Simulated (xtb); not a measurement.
F7Re (SMILES [F][Re]([F])([F])([F])([F])([F])[F]), singlet, from a rough starting geometry (GFN-xTB shapes and energies of metal compounds can be far from the true ones); GFN2-xTB (xtb).

Here is a job for xtb.
```
$ xtb mol.xyz --gfn 2 --opt vtight --json

# file mol.xyz
8

Re    -0.00280932     0.02338387    -0.01563895
F      0.27665432     1.80828376    -0.28670077
F      0.06410024    -0.26236276    -1.75939850
F     -0.05683863     0.31266964     1.71280907
F     -1.67678213     0.83503715    -0.16223369
F      0.87877203    -1.56982791     0.30310445
F     -1.30392496    -1.28363213     0.16249040
F      1.83932015     0.34169228    -0.05108325
```

What the program printed (banner, timings and long lists left out):

```
   ID    Z sym.   atoms
    1   75 Re     1
    2    9 F      2-8

           -------------------------------------------------
          |                Calculation Setup                |
           -------------------------------------------------

           -------------------------------------------------
          |                 G F N 2 - x T B                 |
           -------------------------------------------------

          ...................................................
          :                      SETUP                      :
          :.................................................:
          :  # basis functions                  38          :
          :  # atomic orbitals                  37          :
          :  # shells                           17          :
          :  # electrons                        56          :
          :  max. iterations                   250          :
          :  Hamiltonian                  GFN2-xTB          :
          :  restarted?                      false          :
          :  GBSA solvation                  false          :
          :  PC potential                    false          :
          :  electronic temp.          300.0000000     K    :
          :  accuracy                    1.0000000          :
          :  -> integral cutoff          0.2500000E+02      :
          :  -> integral neglect         0.1000000E-07      :
          :  -> SCF convergence          0.1000000E-05 Eh   :
          :  -> wf. convergence          0.1000000E-03 e    :
          :  Broyden damping             0.4000000          :
          :  net charge                          0          :
          :  unpaired electrons                  0          :
          ...................................................

 iter      E             dE          RMSdq      gap      omega  full diag
   1    -36.3456907 -0.363457E+02  0.762E+00    2.81       0.0  T
   2    -36.2823734  0.633173E-01  0.926E+00    1.09       1.0  T
   3    -36.5001116 -0.217738E+00  0.221E+00    1.83       1.0  T
   4    -36.4968196  0.329201E-02  0.262E+00    1.74       1.0  T
   5    -36.5007568 -0.393718E-02  0.870E-01    1.59       1.0  T
   6    -36.5017459 -0.989145E-03  0.222E-01    1.63       1.0  T
   7    -36.5018684 -0.122486E-03  0.141E-01    1.65       1.0  T
   8    -36.5019540 -0.855776E-04  0.314E-02    1.68       1.1  T
   9    -36.5019546 -0.638988E-06  0.949E-03    1.68       3.7  T
  10    -36.5019546 -0.337633E-07  0.735E-03    1.68       4.8  T
  11    -36.5019547 -0.930049E-07  0.174E-03    1.68      20.3  T
  12    -36.5019547 -0.200311E-08  0.110E-03    1.68      32.2  T
  13    -36.5019547 -0.285581E-09  0.496E-04    1.68      71.3  T
  14    -36.5019547 -0.109878E-09  0.119E-04    1.68     298.3  T

   *** convergence criteria satisfied after 14 iterations ***

         :::::::::::::::::::::::::::::::::::::::::::::::::::::
         ::                     SUMMARY                     ::
         :::::::::::::::::::::::::::::::::::::::::::::::::::::
         :: total energy             -36.476322436355 Eh    ::
         :: gradient norm              0.013843400675 Eh/a0 ::
         :: HOMO-LUMO gap              1.679305107719 eV    ::
         ::.................................................::
         :: SCC energy               -36.501952744439 Eh    ::
         :: -> isotropic ES            0.115736193257 Eh    ::
         :: -> anisotropic ES         -0.002756022570 Eh    ::
         :: -> anisotropic XC         -0.005675273961 Eh    ::
         :: -> dispersion             -0.005339206144 Eh    ::
         :: repulsion energy           0.025630308084 Eh    ::
         :: add. restraining           0.000000000000 Eh    ::
         :: total charge               0.000000000000 e     ::
         :::::::::::::::::::::::::::::::::::::::::::::::::::::

      -----------------------------------------------------------
     |                   =====================                   |
     |                        A N C O P T                        |
     |                   =====================                   |
     |               Approximate Normal Coordinate               |
     |                Rational Function Optimizer                |
      -----------------------------------------------------------
      -----------------------------------------------------------
     |                   =====================                   |
     |                        A N C O P T                        |
     |                   =====================                   |
     |               Approximate Normal Coordinate               |
     |                Rational Function Optimizer                |
      -----------------------------------------------------------

          ...................................................
          :                      SETUP                      :
          :.................................................:
          :   optimization level         verytight          :
          :   max. optcycles                   200          :
          :   ANC micro-cycles                  20          :
          :   degrees of freedom                18          :
          :.................................................:
          :   RF solver                   davidson          :
          :   write xtbopt.log                true          :
          :   linear?                        false          :
          :   energy convergence         0.1000000E-06 Eh   :
          :   grad. convergence          0.2000000E-03 Eh/α :
          :   maxmium RF displ.          1.0000000          :
          :   Hlow (freq-cutoff)         0.1000000E-01      :
          :   Hmax (freq-cutoff)         5.0000000          :
          :   S6 in model hess.         20.0000000          :
          ...................................................

generating ANC from exact Hessian ...
Using Lindh-Hessian (1995)
[...]
 * total energy  :   -36.4763224 Eh     change       -0.5613288E-11 Eh
 * total energy  :   -36.4768229 Eh     change       -0.5004556E-03 Eh
 * total energy  :   -36.4769171 Eh     change       -0.9419653E-04 Eh
 * total energy  :   -36.4769699 Eh     change       -0.5281250E-04 Eh
 * total energy  :   -36.4769837 Eh     change       -0.1378982E-04 Eh
 * total energy  :   -36.4769881 Eh     change       -0.4410187E-05 Eh
 * total energy  :   -36.4769900 Eh     change       -0.1907987E-05 Eh
 * total energy  :   -36.4769903 Eh     change       -0.3136229E-06 Eh
 * total energy  :   -36.4769908 Eh     change       -0.4702783E-06 Eh
 * total energy  :   -36.4769911 Eh     change       -0.2807385E-06 Eh
 * total energy  :   -36.4769912 Eh     change       -0.1155539E-06 Eh
 * total energy  :   -36.4769912 Eh     change       -0.3382375E-07 Eh
   *** GEOMETRY OPTIMIZATION CONVERGED AFTER 12 ITERATIONS ***
[...]
   2    -36.5017175 -0.323297E-11  0.463E-05    1.71     763.7  T
   3    -36.5017175 -0.187583E-11  0.411E-05    1.71     861.1  T

   *** convergence criteria satisfied after 3 iterations ***

         :::::::::::::::::::::::::::::::::::::::::::::::::::::
         ::                     SUMMARY                     ::
         :::::::::::::::::::::::::::::::::::::::::::::::::::::
         :: total energy             -36.476991223066 Eh    ::
         :: gradient norm              0.000026905526 Eh/a0 ::
         :: HOMO-LUMO gap              1.705641401435 eV    ::
         ::.................................................::
         :: SCC energy               -36.501715475047 Eh    ::
         :: -> isotropic ES            0.115277440469 Eh    ::
         :: -> anisotropic ES         -0.002820131812 Eh    ::
         :: -> anisotropic XC         -0.005775649009 Eh    ::
         :: -> dispersion             -0.005339430459 Eh    ::
         :: repulsion energy           0.024724251981 Eh    ::
         :: add. restraining           0.000000000000 Eh    ::
         :: total charge              -0.000000000000 e     ::
         :::::::::::::::::::::::::::::::::::::::::::::::::::::

           -------------------------------------------------
          |                Property Printout                |
           -------------------------------------------------

    * Orbital Energies and Occupations

         #    Occupation            Energy/Eh            Energy/eV
      -------------------------------------------------------------
         1        2.0000           -1.0164900             -27.6601
       ...           ...                  ...                  ...
        16        2.0000           -0.6112432             -16.6328
        17        2.0000           -0.5858548             -15.9419
        18        2.0000           -0.5858527             -15.9419
        19        2.0000           -0.5844955             -15.9049
        20        2.0000           -0.5835173             -15.8783
        21        2.0000           -0.5835109             -15.8781
        22        2.0000           -0.5727737             -15.5860
        23        2.0000           -0.5727721             -15.5859
        24        2.0000           -0.5708479             -15.5336
        25        2.0000           -0.5708415             -15.5334
        26        2.0000           -0.5589994             -15.2111
        27        2.0000           -0.5589957             -15.2110
        28        2.0000           -0.5513421             -15.0028 (HOMO)
        29                         -0.4886609             -13.2971 (LUMO)
        30                         -0.4886581             -13.2971
        31                         -0.3129027              -8.5145
        32                         -0.3128698              -8.5136
        33                         -0.0082672              -0.2250
        34                          0.9766753              26.5767
        35                          1.2999572              35.3736
        36                          1.2999886              35.3745
        37                          1.4277396              38.8508
      -------------------------------------------------------------
                  HL-Gap            0.0626812 Eh            1.7056 eV
             Fermi-level           -0.5202404 Eh          -14.1565 eV

     #   Z          covCN         q      C6AA      α(0)
     1  75 Re       4.918     1.450   350.432    46.178
     2   9 F        0.705    -0.224    11.496     4.004
     3   9 F        0.704    -0.165    10.892     3.897
     4   9 F        0.704    -0.165    10.892     3.897
     5   9 F        0.705    -0.224    11.496     4.004
     6   9 F        0.705    -0.224    11.496     4.004
     7   9 F        0.705    -0.224    11.496     4.004
     8   9 F        0.705    -0.224    11.497     4.004

 Mol. C6AA /au·bohr⁶  :       1660.886380
 Mol. C8AA /au·bohr⁸  :      99690.355779
 Mol. α(0) /au        :         73.989792

Wiberg/Mayer (AO) data.
largest (>0.10) Wiberg bond orders for each atom

 ---------------------------------------------------------------------------
     #   Z sym  total        # sym  WBO       # sym  WBO       # sym  WBO
 ---------------------------------------------------------------------------
     1  75 Re   7.142 --     3 F    1.061     4 F    1.061     2 F    1.004
                             6 F    1.004     7 F    1.004     5 F    1.004
                             8 F    1.004
     2   9 F    1.317 --     1 Re   1.004
     3   9 F    1.441 --     1 Re   1.061     4 F    0.116
     4   9 F    1.441 --     1 Re   1.061     3 F    0.116
     5   9 F    1.317 --     1 Re   1.004
     6   9 F    1.317 --     1 Re   1.004
     7   9 F    1.317 --     1 Re   1.004
     8   9 F    1.317 --     1 Re   1.004
 ---------------------------------------------------------------------------

Topologies differ in total number of bonds
Writing topology from bond orders to xtbtopo.mol

molecular dipole:
                 x           y           z       tot (Debye)
 q only:       -0.000       0.000       0.000
   full:       -0.000       0.000       0.000       0.001
molecular quadrupole (traceless):
                xx          xy          yy          xz          yz          zz
 q only:       -1.563      -0.019      -1.439      -0.115       0.756       3.003
  q+dip:       -2.080      -0.025      -1.916      -0.152       1.006       3.996
   full:       -2.167      -0.026      -1.996      -0.159       1.048       4.162

optimized geometry written to: xtbopt.xyz

           -------------------------------------------------
          | TOTAL ENERGY              -36.476991223066 Eh   |
          | GRADIENT NORM               0.000026905526 Eh/α |
          | HOMO-LUMO GAP               1.705641401435 eV   |
           -------------------------------------------------

normal termination of xtb
```
